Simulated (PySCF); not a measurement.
Electron correlation in Cu¹¹⁺ (copper, charge +11)

Starting occupation: [Ar]. Computed with PySCF 2.14 in an even-tempered Gaussian basis (19 s from 0.23 bohr⁻², ratio 2.6; 14 p from 0.3 bohr⁻², ratio 2.6; 6 d from 0.31 bohr⁻², ratio 2.8; 3 f from 9.5 bohr⁻², ratio 2.8), with X2C-1e with screened-nucleus spin-orbit coupling, Gaussian nucleus. Frozen: [Ne]; 8 electrons correlated; the 58 highest virtual spinors left out.

MP2 pair energies summed by pair of shells (mhartree):

| pair | energy | share (%) |
| --- | --- | --- |
| 3p3/2-3p3/2 | -106.02 | 37.4 |
| 3p1/2-3p3/2 | -102.13 | 36.0 |
| 3p1/2-3p1/2 | -27.34 | 9.6 |
| 3p3/2-3s1/2 | -24.67 | 8.7 |
| 3p1/2-3s1/2 | -12.49 | 4.4 |
| 3s1/2-3s1/2 | -10.91 | 3.8 |

Total MP2 correlation energy: -283.56 mhartree.

The virtual space was cut to 50 spinors, which keep -268.17 of the -283.56 mhartree of MP2 correlation.

| level | correlation energy (mhartree) |
| --- | --- |
| CCSD | -294.63 |
| (T) | -3.09 |
| CCSD(T) | -297.72 |

Diagnostics: T1 = 0.00097, largest double amplitude 0.050.

Cost of the coupled-cluster step: about 20 core-seconds, for 8 occupied and 50 virtual spinors.

The coupled-cluster values are those of the cut space; adding the MP2 remainder, -15.39 mhartree, estimates the full space.
